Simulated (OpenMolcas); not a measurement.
5d along the 69-electron sequence

```json
{
  "Program": "OpenMolcas",
  "Method": "SS-CASPT2, IPEA 0.25 Eh, imaginary shift 0.1 Eh",
  "Basis": "ANO-R2",
  "Scalar Hamiltonian": "X2C, finite nucleus",
  "Spin-orbit coupling": "state interaction with AMFI integrals over the reference wave functions, term energies averaged over their components"
}
```

Active space for each ion: 1 electron in 5 orbitals (5d); closed shells correlated by CASPT2: 5s 5p.

Computed levels in cm-1 above 2D 3/2:

| Level | Hf3+ | Ta4+ | W5+ | Os7+ |
| --- | --- | --- | --- | --- |
| 2D 5/2 | 5660 | 7225 | 9519 | 13687 |
| weight of 2D in the lowest level (%) | 100 | 100 | 100 | 100 |

Measured, with the error of the calculation in %. Measured levels: W5+ from the list in J. Phys. B 45, 035002 (2012).

```tsv
Level	W5+
2D 5/2	8709 (+9.3)
```

The fine-structure level 2D 5/2 changes by a factor of 2.42 from Hf3+ to Os7+. Its fourth root runs 8.67, 9.22, 9.88, 10.82, with steps per unit of Z of 0.55, 0.66, 0.47; equal steps would mean a (Z - σ)^4 law with constant σ.

With one active electron, CASPT2 adds the correlation within the correlated inactive shells and between them and that electron, and leaves the splitting within a term as the reference gives it. Computed and measured levels are paired by configuration, term and J; levels that our copy of the source lacks, or whose pairing is in doubt (as where it misses far off the trend of its configuration), stay unpaired and out of the deviations. Levels of configurations outside the active space are missing.
